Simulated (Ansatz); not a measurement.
Relaxation of ClH3OZn (6 atoms, charge 0, multiplicity 1), to a largest force component of 0.03 eV/Å in at most 50 steps.

Theory: RKS PBE/def2-SVP (Ansatz 0.2.0).

```xyz
6
Properties=species:S:1:pos:R:3:forces:R:3
Zn 0.811 0.208 -0.553 0.03 0.00 0.55
O -0.278 0.330 2.213 0.61 -0.09 -0.46
H -0.428 -0.605 2.461 0.05 0.11 -0.03
Cl -0.572 0.005 -2.138 0.00 0.01 -0.03
H 1.908 0.278 0.556 -0.07 0.00 -0.31
H 0.686 0.336 1.966 -0.62 -0.02 0.28
```

Problem. Where does it end, and by what steps?

Solution. The forces met the threshold. After 15 steps the energy has fallen by 0.554 eV; Cl4 moved furthest, 1.31 Å. Joined: Zn1–O2 (2.98 → 2.19 Å).

```csv
step,energy less start (eV),largest force component (eV/Å),accepted
0,0.0000,0.616,yes
1,-0.0642,1.700,yes
2,-0.1743,2.108,yes
3,-0.2893,0.483,yes
4,-0.3289,0.362,yes
5,-0.3639,0.812,yes
6,-0.4003,1.001,yes
7,-0.4071,0.680,yes
8,-0.4549,0.644,yes
9,-0.4705,1.165,yes
10,-0.5015,0.473,yes
11,-0.5386,0.164,yes
12,-0.5166,1.001,no
13,-0.5487,0.277,yes
14,-0.5529,0.081,yes
15,-0.5538,0.011,yes
```

```xyz
6
Properties=species:S:1:pos:R:3
Zn 1.055 0.290 -0.101
O -0.021 0.342 1.801
H -0.821 -0.032 1.352
Cl -0.856 -0.417 -0.931
H 2.546 0.675 -0.105
H 0.223 -0.308 2.489
```

The run took 35 s on 1 thread of Arm Neoverse V2, with other jobs on the host, peak memory 0.14 GiB.
